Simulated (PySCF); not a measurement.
Al(H)(F)(OH) (AlFH₂O), SMILES [OH][AlH][F]. Atoms are numbered in the order given.

```xyz
5

Al    -0.4486    -0.0395     0.0000
H     -2.0173    -0.1337     0.0000
F      0.4694    -1.4310     0.0000
O      0.2960     1.4902     0.0000
H      1.2564     1.6049     0.0000
```

Geometry: PBE-D3(BJ)/def2-TZVP. Other conformers were not sampled.

Method: B3LYP/pcSseg-2 (PySCF).

GIAO shieldings, no solvent; atoms alike by connectivity are averaged. δ = σ(ref) − σ: ¹H against TMS (σ = 31.68 ppm); ¹⁹F against CFCl3 (σ = 159.6 ppm); ¹⁷O against H2O (σ = 325.5 ppm), references at their B3LYP-D3(BJ)/def2-TZVP geometries, non-relativistic.

Computed chemical shifts:
| nucleus | atoms | count | δ (ppm) |
|---|---|---|---|
| ¹H | H2 | 1 | 4.51 |
| ¹H | H5 | 1 | 2.18 |
| ¹⁹F | F3 | 1 | -172.2 |
| ¹⁷O | O4 | 1 | 44.5 |
